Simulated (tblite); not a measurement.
Parent: `[F:1]/[C:2]([SiH3:3])=[CH:4]\[CH2:5][SiH3:6]` with C2–C4–C5–Si6 94°, C3H9FSi2.

Computed geometry: GFN2-xTB, gas phase. One conformer each, not checked by frequencies here.

```tsv
coordinate of the parent	value
F1–C2	1.372 Å
C2–Si3	1.885 Å
C2=C4	1.330 Å
C4–C5	1.482 Å
C5–Si6	1.915 Å
F1–C2–Si3	113.6°
F1–C2–C4	117.8°
Si3–C2–C4	128.6°
C2–C4–C5	125.7°
C4–C5–Si6	110.1°
```

Q: How does the shared frame change in `[OH:1][SiH2:2][CH2:3]/[CH:4]=[C:5](/[F:6])[SiH3:7]` with H–O1–Si2–C3 -47°, O1–Si2–C3–C4 56°, Si2–C3–C4–C5 -99°, C3H9FOSi2? Atoms pair as F1 = F6, C2 = C5, Si3 = Si7, C4 = C4, C5 = C3, Si6 = Si2 (parent first).

A: 
```json
{"parent": "F1–C2", "relative": "F6–C5", "value in the relative": "1.375 Å", "change": "+0.003"}
{"parent": "C2–Si3", "relative": "C5–Si7", "value in the relative": "1.891 Å", "change": "+0.006"}
{"parent": "C2=C4", "relative": "C5=C4", "value in the relative": "1.329 Å", "change": "-0.001"}
{"parent": "C4–C5", "relative": "C4–C3", "value in the relative": "1.479 Å", "change": "-0.003"}
{"parent": "C5–Si6", "relative": "C3–Si2", "value in the relative": "1.920 Å", "change": "+0.005"}
{"parent": "F1–C2–Si3", "relative": "F6–C5–Si7", "value in the relative": "113.4°", "change": "-0.2"}
{"parent": "F1–C2–C4", "relative": "F6–C5–C4", "value in the relative": "116.7°", "change": "-1.1"}
{"parent": "Si3–C2–C4", "relative": "Si7–C5–C4", "value in the relative": "129.8°", "change": "+1.2"}
{"parent": "C2–C4–C5", "relative": "C5–C4–C3", "value in the relative": "124.1°", "change": "-1.6"}
{"parent": "C4–C5–Si6", "relative": "C4–C3–Si2", "value in the relative": "109.5°", "change": "-0.6"}
```

Of the parent's bonds, C2–Si3 and C5–Si6 change most and about equally (+0.005 to +0.006 Å). Bonds of the relative outside the shared frame: O1–Si2 1.621 Å. Point group C1 → C1.

Q: How does the shared frame change in `[O:1]=[CH:2][SiH2:3][CH2:4]/[CH:5]=[C:6](/[F:7])[SiH3:8]` with O1–C2–Si3–C4 -2°, C2–Si3–C4–C5 179°, Si3–C4–C5–C6 -105°, C4H9FOSi2? Atoms pair as F1 = F7, C2 = C6, Si3 = Si8, C4 = C5, C5 = C4, Si6 = Si3 (parent first).

A: 
```
   parent   relative  value in the relative  change
    F1–C2      F7–C6                1.369 Å  -0.003
   C2–Si3     C6–Si8                1.894 Å  +0.009
    C2=C4      C6=C5                1.327 Å  -0.003
    C4–C5      C5–C4                1.483 Å  +0.001
   C5–Si6     C4–Si3                1.906 Å  -0.009
F1–C2–Si3  F7–C6–Si8                 113.8°    +0.2
 F1–C2–C4   F7–C6–C5                 116.9°    -0.9
Si3–C2–C4  Si8–C6–C5                 129.2°    +0.6
 C2–C4–C5   C6–C5–C4                 123.9°    -1.8
C4–C5–Si6  C5–C4–Si3                 111.3°    +1.2
```

Of the parent's bonds, C2–Si3 and C5–Si6 change most and about equally (-0.009 to +0.009 Å). Bonds of the relative outside the shared frame: O1=C2 1.204, C2–Si3 1.923 Å. Point group C1 → C1.
